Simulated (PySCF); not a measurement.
# How methods differ on the ionisation energy of Pd²⁺

Pd²⁺ [Kr] 4d8 (3F) → Pd³⁺ [Kr] 4d7 (4F), as a difference of total energies. Calculation: PySCF 2.14, in x2c-SVPall (6s5p5d1f, 53 functions); the spin-free X2C one-electron Hamiltonian (Gaussian nucleus). Correlated levels: valence: [Kr] frozen. The calculations carry no spin-orbit coupling.

```tsv
method	ionisation energy (eV)	difference from reference (eV)
UHF	31.168	-1.762
MN15	33.290	+0.360
M06-2X	33.152	+0.222
MP2 (valence)	32.365	-0.565
SCS-MP2 (valence)	32.371	-0.559
```

Reference: 32.93 eV (semi-empirical (NIST evaluation); NIST Atomic Spectra Database, ionization energies).

The reference lies between the lowest fine-structure levels, while these numbers refer to the centres of the terms.

Errors of the correlated levels include the incompleteness of this basis and the frozen core.
